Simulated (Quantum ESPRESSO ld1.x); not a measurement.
Results of a calculation; reference values are marked as such.
Q: All-electron atom: the nickel ion Ni12+ in [Ne] 3s2 3p3 6d1 (not the ground configuration). Code: ld1.x of Quantum ESPRESSO 7.5. Model: scalar-relativistic Kohn-Sham, LDA (Slater exchange, Perdew-Wang correlation), spin-polarised, spherical densities, point nucleus; open shells are filled with parallel spins first. Some entries of the table are withheld. Estimate them.

orbital  occ.  eigenvalue (eV)  r(max) (bohr)
1s up       1         -8596.27          0.035
1s down     1         -8593.57          0.035
2s up       1         -1373.12          0.204
2s down     1         -1370.38          0.204
2p up       3              (1)          0.165
2p down     3              (2)          0.165
3s up       1         -441.015          0.592
3s down     1         -431.642          0.592
3p up       3         -400.039            (3)
3p down     0         -390.719            (4)
6d up       1         -68.9594            (5)
6d down     0         -66.9902            (6)

A: 
(1) 2p up eigenvalue (eV): -1239.78
(2) 2p down eigenvalue (eV): -1236.51
(3) 3p up r(max) (bohr): 0.583
(4) 3p down r(max) (bohr): 0.583
(5) 6d up r(max) (bohr): 3.82
(6) 6d down r(max) (bohr): 3.85
